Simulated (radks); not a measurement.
Values are calculated unless marked as measured or tabulated.
Task: These are the eigenvalues of the occupied orbitals of an atom or ion with whole-number occupations (hartree). Level of theory: scalar-relativistic Kohn-Sham, PBEsol, spin-polarised, spherical densities, finite nucleus; Fermi nuclear charge, rms radius of each element as measured or else 0.836 A^(1/3) + 0.57 fm (a radial shooting solver on a logarithmic mesh with Libxc functionals).

1s down: -2906.353
1s up: -2906.353
2s up: -532.2624
2s down: -532.2533
2p up: -464.9930
2p down: -464.9861
3s up: -145.0881
3s down: -144.8679
3p up: -125.4775
3p down: -125.2546
3d up: -104.1821
3d down: -104.0108
4s up: -50.43775
4s down: -50.09200
4p up: -43.78061
4p down: -43.44961
4d up: -35.76105
4d down: -35.43488
4f up: -26.95739
4f down: -26.60316

Which element is it, and in what charge state? The configuration may be excited. Open shells, if any, are filled with parallel spins first.

Result: Z = 78, platinum, charge +24: Pt24+ in [Kr] 4d10 4f8. The list shows which subshells hold electrons but not how many an open one holds; the 1s level, -2906.4 hartree, gives Z - s = 76.2 by -(Z - s)^2/2, which with screening and relativity narrows Z to a few neighbours, and the depths of the outer levels then fix element, charge and occupations together.
